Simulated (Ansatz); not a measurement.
CH₇AlOSi (`CO[SiH2][AlH2]`) at its PBE0-D4/def2-TZVP geometry, where that method's forces vanish. Charge 0, multiplicity 1.

```xyz
11

C    -1.8566    0.3220   -0.9821
O    -0.7952    0.5022   -0.0736
Si    0.5329   -0.4843   -0.0872
Al    2.0841    0.2449    1.6753
H    -2.6096    1.0884   -0.7892
H    -2.3228   -0.6634   -0.8625
H    -1.5163    0.4204   -2.0200
H     0.1020   -1.9098    0.0935
H     1.1670   -0.4533   -1.4464
H     1.7656    1.4805    2.6200
H     3.4491   -0.5476    1.8721
```

(1) What forces (eV/Å) does PBE-D4/def2-TZVPP give on these atoms in Ansatz 0.2.0? (An estimate is asked.)

Answers

(1) The calculation gave: 
```
C1  -0.173 -0.032 -0.150
O2  -0.002  0.380  0.358
Si3  0.331 -0.144  0.093
Al4 -0.041 -0.016 -0.045
H5  -0.174  0.163  0.031
H6  -0.119 -0.214  0.008
H7   0.053  0.017 -0.239
H8  -0.033 -0.173  0.014
H9   0.084 -0.014 -0.155
H10 -0.022  0.091  0.071
H11  0.096 -0.057  0.014
```
